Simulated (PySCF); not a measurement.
## A small calculation by hand: chemical shift, span and skew from a shielding tensor

C4H5BFN, SMILES B(F)(C#C)/C=N/C. Atoms are numbered in the order given.

```xyz
12

C     -0.9610     3.1056     0.0000
C     -0.3402     2.0576     0.0000
B      0.3842     0.7076     0.0000
F      1.7091     0.6864     0.0000
C     -0.4182    -0.6445     0.0000
N      0.2073    -1.7584     0.0000
C     -0.5431    -2.9865     0.0000
H     -1.4985     4.0366     0.0000
H     -1.5313    -0.6188     0.0000
H     -0.2525    -3.5846    -0.8808
H     -1.6439    -2.8487     0.0000
H     -0.2525    -3.5846     0.8808
```

The structure is a stationary point at B3LYP-D3(BJ)/def2-SVP. The structure was generated by enumeration; whether it is a known compound was not checked. The values are those of a single conformer.

GIAO shieldings from HF/pcSseg-1 (PySCF), non-relativistic, no solvent. The symmetric part of the tensor of C1 has the principal values 0.4, 21.5, 217.9 ppm. The same nucleus in TMS has σ = 192.6 ppm at this level (PySCF, at its B3LYP-D3(BJ)/def2-TZVP geometry).

Q: Work out the isotropic shielding, the ¹³C shift against TMS, the span and the skew.

A: 
σ(iso) = (σ11 + σ22 + σ33)/3 = 79.9 ppm. δ = σ(ref) − σ(iso) = 192.6 − (79.9) = 112.7 ppm.
Span Ω = σ33 − σ11 = 217.5 ppm. Skew κ = 3(σ(iso) − σ22)/Ω = 0.81. Tumbling in solution averages the tensor to δ; in a static solid the shielding alone would spread this spin-1/2 line over Ω.
